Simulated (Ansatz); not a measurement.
Ideal-gas functions of F₆SiSn, SMILES `F[Si](F)(F)[Sn]([F])([F])[F]` at 600 K and 1 bar, from an Ansatz frequency run at PBE0-D4/def2-TZVP.

Molar mass 260.79 g/mol, point group C3v (symmetry number 3), electronic degeneracy 1, moments of inertia 295.812, 746.968, 746.979 u Å². Harmonic wavenumbers (cm⁻¹, unscaled): 16, 67, 67, 144, 144, 168, 175, 176, 215, 306, 306, 456, 651, 656, 656, 856, 1012, 1012.

Use S(trans) = R[1.5 ln M + 2.5 ln T − 1.1517]; rotational temperatures θ = 24.2544 K / I; S(rot) = R[ln(√π/σ · √(T³/θAθBθC)) + 1.5]; for each mode x = 1.438777 ν̃/T, S = R[x/(eˣ − 1) − ln(1 − e⁻ˣ)] and H = RT x/(eˣ − 1); 1 cm⁻¹ = 0.0119627 kJ/mol; R = 8.31446 J/(mol·K).

Task: By hand: the entropy, in J/(mol·K).

Result: Translation 192.8. Rotation: θ = 0.082, 0.0325, 0.0325 K, giving 126.8. Vibration, mode by mode: 35.42, 23.53, 23.53, 17.20, 17.20, 15.93, 15.60, 15.55, 13.91, 11.07, 11.07, 7.97, 5.41, 5.36, 5.36, 3.66, 2.72, 2.72, in all 233.2. Electronic 0.0. Sum 552.8 J/(mol·K).

Task: By hand: H − E and G − E in kJ/mol, counted from the electronic energy.

Result: Zero-point energy ½ × 7083 × 0.0119627 = 42.4; thermal vibration 57.9; translation, rotation and pV give 4 RT = 20.0. H − E = 120.3 kJ/mol, and G − E = 120.3 − 600 × 552.8/1000 = -211.4 kJ/mol.

Vibration gives 42 % of the entropy, 116.9 J/(mol·K) of it from the modes under 150 cm⁻¹: soft modes count most, and the harmonic formula is weakest for them. The sum counts one conformer and one mirror image; others add a mixing term.
